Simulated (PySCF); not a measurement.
H₃S (SMILES [SH3+]), charge +1, singlet, at a GFN2-xTB geometry; R2SCAN/6-311G** (PySCF).

Here is a job for PySCF.
```python
from pyscf import gto, scf, dft

mol = gto.Mole()
mol.atom = '''
    S     0.10558214   -0.00190789    0.04613646
    H    -0.31822157    0.99705449   -0.76565970
    H    -0.35082551   -0.98045104   -0.77282250
    H    -1.02026722    0.01392277    0.80029891
'''
mol.basis = '6-311g**'
mol.charge = 1
mol.verbose = 4
mol.build()

mf = dft.RKS(mol)
mf.xc = 'r2scan'
mf.kernel()
```

Output, abridged:

```
PySCF version 2.14.0

[INPUT] verbose = 4
[INPUT] num. atoms = 4
[INPUT] num. electrons = 18
[INPUT] charge = 1
[INPUT] spin (= nelec alpha-beta = 2S) = 0
[INPUT] symmetry False subgroup None
[INPUT] Mole.unit = angstrom
[INPUT] Symbol           X                Y                Z      unit          X                Y                Z       unit  Magmom
[INPUT]  1 S      0.105582140000  -0.001907890000   0.046136460000 AA    0.199521328245  -0.003605389576   0.087185273757 Bohr   0.0
[INPUT]  2 H     -0.318221570000   0.997054490000  -0.765659700000 AA   -0.601351614229   1.884159917368  -1.446887137617 Bohr   0.0
[INPUT]  3 H     -0.350825510000  -0.980451040000  -0.772822500000 AA   -0.662964131411  -1.852783944145  -1.460422867902 Bohr   0.0
[INPUT]  4 H     -1.020267220000   0.013922770000   0.800298910000 AA   -1.928025619671   0.026310222195   1.512345757688 Bohr   0.0

nuclear repulsion = 19.545770222388
number of shells = 24
number of NR pGTOs = 69
number of NR cGTOs = 44
basis = 6-311g**
ecp = {}

******** <class 'pyscf.dft.rks.RKS'> ********
method = RKS
initial guess = minao
damping factor = 0
level_shift factor = 0
DIIS = <class 'pyscf.scf.diis.CDIIS'>
diis_start_cycle = 1
diis_space = 8
diis_damp = 0
SCF conv_tol = 1e-09
SCF conv_tol_grad = None
SCF max_cycles = 50
direct_scf = True
direct_scf_tol = 1e-13
XC library pyscf.dft.libxc version 7.1.2
    S. Lehtola, C. Steigemann, M. J. T. Oliveira, and M. A. L. Marques,  SoftwareX 7, 1–5 (2018)
XC functionals = r2scan
    J. W. Furness, A. D. Kaplan, J. Ning, J. P. Perdew, and J. Sun,  J. Phys. Chem. Lett. 11, 8208–8215 (2020)
    J. W. Furness, A. D. Kaplan, J. Ning, J. P. Perdew, and J. Sun,  J. Phys. Chem. Lett. 11, 9248–9248 (2020)
    J. W. Furness, A. D. Kaplan, J. Ning, J. P. Perdew, and J. Sun,  J. Phys. Chem. Lett. 11, 8208–8215 (2020)
    J. W. Furness, A. D. Kaplan, J. Ning, J. P. Perdew, and J. Sun,  J. Phys. Chem. Lett. 11, 9248–9248 (2020)
radial grids:
    Treutler-Ahlrichs [JCP 102, 346 (1995); DOI:10.1063/1.469408] (M4) radial grids

becke partition: Becke, JCP 88, 2547 (1988); DOI:10.1063/1.454033
pruning grids: <function nwchem_prune>
grids dens level: 3
symmetrized grids: False
atomic radii adjust function: <function treutler_atomic_radii_adjust>
small_rho_cutoff = 0
Set gradient conv threshold to 3.16228e-05
Initial guess from minao.
tot grids = 48304
init E= -399.916266207012
  HOMO = -0.370357398461764  LUMO = -0.0320221004631991  gap/eV = 9.20657
cycle= 1 E= -399.636563034378  delta_E= 0.28  |g|= 0.207  |ddm|= 1.29
  HOMO = -0.656535072015465  LUMO = -0.303935225892184  gap/eV = 9.59473
cycle= 2 E= -399.643705178395  delta_E= -0.00714  |g|= 0.128  |ddm|= 0.29
  HOMO = -0.629017411071132  LUMO = -0.281279787265344  gap/eV = 9.46242
cycle= 3 E= -399.64621771856  delta_E= -0.00251  |g|= 0.022  |ddm|= 0.11
  HOMO = -0.629933521226488  LUMO = -0.279769030115622  gap/eV = 9.52846
cycle= 4 E= -399.64631245267  delta_E= -9.47e-05  |g|= 0.00853  |ddm|= 0.0231
  HOMO = -0.628433748763902  LUMO = -0.2790879775626  gap/eV = 9.50618
cycle= 5 E= -399.646334669405  delta_E= -2.22e-05  |g|= 0.000499  |ddm|= 0.00731
  HOMO = -0.62842968370858  LUMO = -0.27907569502157  gap/eV = 9.50641
cycle= 6 E= -399.646334730401  delta_E= -6.1e-08  |g|= 9.29e-05  |ddm|= 0.000514
  HOMO = -0.62845231736331  LUMO = -0.279088755047043  gap/eV = 9.50667
cycle= 7 E= -399.646334733161  delta_E= -2.76e-09  |g|= 1.65e-05  |ddm|= 0.000107
  HOMO = -0.62844715463661  LUMO = -0.279084134372933  gap/eV = 9.50665
cycle= 8 E= -399.64633473323  delta_E= -6.88e-11  |g|= 3.54e-07  |ddm|= 1.79e-05
  HOMO = -0.628447196063342  LUMO = -0.279084177953842  gap/eV = 9.50665
Extra cycle  E= -399.646334733232  delta_E= -2.16e-12  |g|= 1.79e-07  |ddm|= 4.89e-07
converged SCF energy = -399.646334733232
```
